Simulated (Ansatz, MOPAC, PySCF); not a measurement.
Scan of H₂B, doublet: symmetric bend, bond length relaxed. Scanned: H-B-H angle. Other coordinates (B-H bond length) were minimised at PBE0/def2-TZVP.

Levels of theory: UMP2/6-31G* = unrestricted MP2 (frozen core)/6-31G*, spherical d (PySCF 2.14.0); AM1, unrestricted, heats of formation (MOPAC); UHF/6-31G* = unrestricted Hartree-Fock/6-31G*, spherical d in PySCF 2.14.0; FCI/aug-cc-pVDZ = full CI/aug-cc-pVDZ, frozen core (Ansatz, a program for electronic structure).

Energies relative to the lowest point of each profile, in eV; the last columns give the difference from FCI:

```tsv
a / °	UMP2/6-31G*	AM1	UHF/6-31G*	FCI/aug-cc-pVDZ	UMP2/6-31G* − FCI/aug-cc-pVDZ	AM1 − FCI/aug-cc-pVDZ	UHF/6-31G* − FCI/aug-cc-pVDZ
172.18	0.412	0.850	0.454	0.351	0.061	0.499	0.103
161.67	0.308	0.504	0.346	0.264	0.044	0.240	0.081
152.03	0.184	0.261	0.212	0.158	0.026	0.102	0.054
139.80	0.050	0.063	0.061	0.042	0.008	0.021	0.019
130.66	0.000	0.000	0.000	0.000	0.000	0.000	0.000
120.12	0.021	0.024	0.012	0.024	-0.003	0.000	-0.011
108.74	0.161	0.173	0.151	0.160	0.001	0.014	-0.009
102.05	0.310	0.327	0.303	0.301	0.008	0.026	0.002
89.53	0.741	0.765	0.749	0.706	0.035	0.059	0.043
82.48	1.081	—	1.103	1.020	0.061	—	0.084
71.76	1.748	—	1.802	1.627	0.121	—	0.176
60	2.708	—	2.805	2.487	0.221	—	0.317
```

UMP2/6-31G* is furthest from FCI/aug-cc-pVDZ at 60 (0.221 eV, above); its mean absolute difference over the points is 0.049 eV.

AM1 is furthest from FCI/aug-cc-pVDZ at 172.18 (0.499 eV, above); its mean absolute difference over the points is 0.107 eV.

UHF/6-31G* is furthest from FCI/aug-cc-pVDZ at 60 (0.317 eV, above); its mean absolute difference over the points is 0.075 eV.

A dash means that the run gave no value there, or that the column was ended at a point which the program doubted or which failed a test of continuity chosen for this set; such a test can also cut sound points.

The scan ran from 180.0 to 60.0; beyond the range shown the relaxed coordinates jump or full CI changes its symmetry label.
